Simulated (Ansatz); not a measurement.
System: sum formula BeHCl, net charge 0, singlet state. SMILES: [BeH][Cl]
Structure (B3LYP-D3(BJ)/def2-TZVP (Ansatz, a program for electronic structure) minimum search):
```xyz
3

Be     0.0000     0.0000    -1.3353
H      0.0000     0.0000    -2.6579
Cl     0.0000     0.0000     0.4705
```
Charge 0, spin multiplicity 1.

Atomisation energy built up term by term with Ansatz (kcal/mol; UHF references for open shells; valence terms freeze the core; atomic spin-orbit terms are left out; no core correlation term is included; no scalar relativity (X2C) term is included). CBS marks a two-point X^-3 extrapolation of the correlation energy; Hartree-Fock from the larger set.

```json
[
 {"term": "Hartree-Fock", "basis": "def2-QZVPPD", "kcal/mol": "157.66"},
 {"term": "CCSD correlation", "basis": "CBS(def2-TZVPPD,def2-QZVPPD)", "kcal/mol": "27.39"},
 {"term": "(T)", "basis": "CBS(def2-TZVPPD,def2-QZVPPD)", "kcal/mol": "2.82"},
 {"term": "sum: De", "basis": "", "kcal/mol": "187.9"}
]
```

(T) makes 1.5 % of the CCSD(T) atomisation energy; under 5 % is typical of single-reference molecules.
